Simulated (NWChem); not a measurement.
Species: C2H7BS; SMILES CB(S)C

```xyz
11

B      0.0086    -0.3889    -0.0061
C      1.4117    -1.1036     0.0017
H      1.5417    -1.6387    -0.9562
H      1.4445    -1.8810     0.7838
H      2.2760    -0.4372     0.1345
C     -1.3284    -1.2186    -0.0018
H     -1.2675    -2.0720    -0.6974
H     -2.2397    -0.6459    -0.2266
H     -1.4536    -1.6622     1.0031
S      0.0287     1.4109     0.0016
H     -1.3029     1.6407    -0.0353
```
Atoms are numbered in this order, from 1.

Computed with NWChem. Medium grid unless said otherwise, to which SCAN and Minnesota functionals are sensitive. All runs use the structure optimised with PBE0/def2-SVP. Total energies of different functionals are on different scales.

```json
[
 {"level": "B3LYP/def2-SVP", "energy (Ha)": "-503.3380", "highest occupied level (eV)": "-7.41", "orbital gap (eV)": "7.09", "dipole (D)": "1.11", "relative time": "1"},
 {"level": "PBE/def2-SVP", "energy (Ha)": "-502.9766", "highest occupied level (eV)": "-6.50", "orbital gap (eV)": "5.39", "dipole (D)": "1.12", "relative time": "2"},
 {"level": "LRC-wPBEh/def2-SVP", "energy (Ha)": "-503.0703", "highest occupied level (eV)": "-9.59", "orbital gap (eV)": "11.10", "dipole (D)": "1.28", "relative time": "6"},
 {"level": "PBE0/def2-SVP", "energy (Ha)": "-503.0400", "highest occupied level (eV)": "-7.72", "orbital gap (eV)": "7.54", "dipole (D)": "1.24", "relative time": "1"},
 {"level": "TPSSh/def2-SVP", "energy (Ha)": "-503.3497", "highest occupied level (eV)": "-7.12", "orbital gap (eV)": "6.48", "dipole (D)": "1.20", "relative time": "2"},
 {"level": "PW6B95/def2-SVP", "energy (Ha)": "-503.7759", "highest occupied level (eV)": "-7.77", "orbital gap (eV)": "7.60", "dipole (D)": "1.15", "relative time": "2"},
 {"level": "r2SCAN0/def2-SVP", "energy (Ha)": "-503.2088", "highest occupied level (eV)": "-7.92", "orbital gap (eV)": "7.93", "dipole (D)": "1.31", "relative time": "1"}
]
```

The last column is a rough cost ratio, cheapest run = 1.
